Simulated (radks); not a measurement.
Results of a calculation; reference values are marked as such.
Polarisability of the oxygen ion O5+, [He] 2s1, at imaginary frequency. Code: a radial shooting solver on a logarithmic mesh with Libxc functionals. Model: scalar-relativistic Kohn-Sham, LDA (Slater exchange, Perdew-Wang correlation), spin-polarised, spherical densities, finite nucleus; open shells are filled with parallel spins first; Fermi nuclear charge, rms radius 2.6991 fm. Response by self-consistent Sternheimer equations with the Hartree and adiabatic LDA kernel, the relativistic mass of each level held fixed and spin-orbit coupling left out.

w (hartree)  alpha1(iw) (bohr^3)  alpha2(iw) (bohr^5)
0.00266                   0.9282               0.1908
0.0143                    0.9274               0.1908
0.0360                    0.9230               0.1908
0.0697                    0.9091               0.1907
0.118                     0.8756               0.1905
0.186                     0.8084               0.1901
0.280                     0.6959               0.1892
0.413                     0.5424               0.1874
0.605                     0.3766               0.1836
0.892                     0.2353               0.1758
1.35                      0.1370               0.1598
2.12                     0.07644               0.1290
3.59                     0.03949              0.08061
6.94                     0.01649              0.03152
17.5                    0.004612             0.005912

Static values: alpha1 = 0.9282 bohr^3 (0.1375 angstrom^3; uncoupled 1.090), alpha2 = 0.1908 bohr^5, alpha3 = 0.2276 bohr^7. C6 = 0.3316, C8 = 0.6288, triple-dipole C9 = 0.2222 atomic units. One-pole (London) frequency 4 C6 / (3 alpha1^2) = 0.513 hartree, against 4.689 for minus the highest occupied eigenvalue.
